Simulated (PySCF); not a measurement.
HgI2, SMILES [I][Hg][I] (connectivity only; charge and spin as stated), charge -1, multiplicity 2.

Geometry optimised at B3LYP-D3(BJ)/def2-SVPD. The spin state was assumed, not searched. The isomer is the one that the SMILES or the coordinates give; other isomers of the formula were not compared. The def2 effective core potentials stand for the cores of Hg, I; spin–orbit coupling is left out.

Two levels are set side by side: PBE/def2-TZVPD (PySCF) and r2SCAN/def2-TZVPD (PySCF). Same geometry, gas phase. Differences are taken from unrounded values.

```
quantity                     r2SCAN    PBE  PBE minus r2SCAN
---------------------------  ------  -----  ----------------
α-spin orbital gap (eV)        3.59   3.12             -0.47
β-spin orbital gap (eV)        1.98   1.64             -0.34
mean polarisability (bohr³)   182.5  187.4               4.9
```

Rough cost on one machine, each run with all the roots and properties that it gave: r2SCAN against PBE within a factor of 2.
